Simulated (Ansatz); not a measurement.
Process, species as SMILES: [SiH3]N[SiH3] + N (NH3) -> 2 N[SiH3]
Structures are relaxed separately at B3LYP-D3(BJ)/def2-TZVP in Ansatz (a first-principles code).

Quantity: bond separation energy (electronic energy difference), in kcal/mol. Correlated levels leave the core frozen unless marked. No spin-orbit coupling. No relativistic terms. CBS marks a two-point X^-3 extrapolation of the correlation energy; Hartree-Fock from the larger set.

```csv
level,program,bond separation energy (kcal/mol)
PBE-D4/def2-TZVPD,Ansatz + dftd4,3.2
revPBE-D4/def2-TZVPD,Ansatz + dftd4,[?]
B3LYP-D3(BJ)/def2-TZVPD,Ansatz + dftd3,3.3
PBE0/STO-3G,Ansatz,4.2
PBE0/6-31G*,Ansatz,[?]
PBE0-D4/def2-TZVPD,Ansatz + dftd4,3.2
PBE0/def2-QZVPP,Ansatz,[?]
BHLYP-D3(BJ)/def2-TZVPD,Ansatz + dftd3,3.3
r2SCANh/def2-TZVPD,Ansatz,2.7
r2SCAN0/def2-TZVPD,Ansatz,2.7
RPA@PBE/cc-pV(T+d)Z,Ansatz,[?]
SCS-MP2/6-31G,Ansatz,1.7
"CCSD(T)/CBS(cc-pV(T+d)Z,cc-pV(Q+d)Z)",Ansatz,3.2
```

Task: Complete the blanks.

Result: 
- revPBE-D4/def2-TZVPD, bond separation energy (kcal/mol): 3.7
- PBE0/6-31G*, bond separation energy (kcal/mol): 2.0
- PBE0/def2-QZVPP, bond separation energy (kcal/mol): 2.3
- RPA@PBE/cc-pV(T+d)Z, bond separation energy (kcal/mol): 3.9
